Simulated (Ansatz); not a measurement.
C2H4N (SMILES [CH2]N=C) moved off its minimum; all values from Ansatz (a first-principles code), cores frozen in correlated methods. Open shells are unrestricted.
(charge 0, multiplicity 2)
```xyz
7

C      1.0498    -0.2075    -0.2461
N      0.0278     0.4635    -0.1042
C     -0.9814    -0.0840     0.2651
H      1.1231    -1.3108     0.1228
H      2.0137     0.1643    -0.6057
H     -1.9989     0.5536     0.4582
H     -1.2168    -1.1411     0.6149
```

Problem. Give the forces (eV/Å), the total energy and the dipole at CCSD(T)/aug-cc-pVDZ.

Solution. 
```tsv
atom	Fx	Fy	Fz
C1	7.671	-5.754	-0.181
N2	1.517	7.134	-2.233
C3	-12.216	-2.354	4.318
H4	-0.319	1.220	-0.542
H5	-0.084	0.466	-0.172
H6	2.280	-1.084	-0.609
H7	1.153	0.372	-0.582
```
Energy -132.8979 hartree, dipole 1.28 D.
